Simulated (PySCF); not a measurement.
CBr2F2, SMILES FC(F)(Br)Br. Atoms are numbered in the order given.

```xyz
5

F      0.0000     1.0844    -1.4536
C      0.0000     0.0000    -0.6762
F      0.0000    -1.0844    -1.4536
Br    -1.6192     0.0000     0.4317
Br     1.6192     0.0000     0.4317
```
Charge 0, spin multiplicity 1.

Geometry optimised at PBE-D3(BJ)/def2-SVP.

Two levels are set side by side: PBE/pcSseg-1 (PySCF) and B3LYP/pcSseg-1 (PySCF). GIAO shifts against CFCl3 (¹⁹F), TMS (¹³C) at the same level; non-relativistic, no solvent, atoms listed together averaged. Without spin–orbit terms, shifts of atoms bonded to Cl or Br come out too high at both levels. Differences are taken from unrounded values.

```csv
quantity,PBE
"δ(¹⁹F) of F1, F3 (ppm)",10.6
δ(¹³C) of C2 (ppm),165.4
```

Task: These are the PBE values. What does B3LYP give? (The exact figures need the calculation; the answer reports its results.)

Result: 
```tsv
quantity	B3LYP	PBE minus B3LYP
δ(¹⁹F) of F1, F3 (ppm)	12.3	-1.8
δ(¹³C) of C2 (ppm)	164.3	1.0
```

Rough cost on one machine, each run with all the roots and properties that it gave: B3LYP against PBE within a factor of 2.
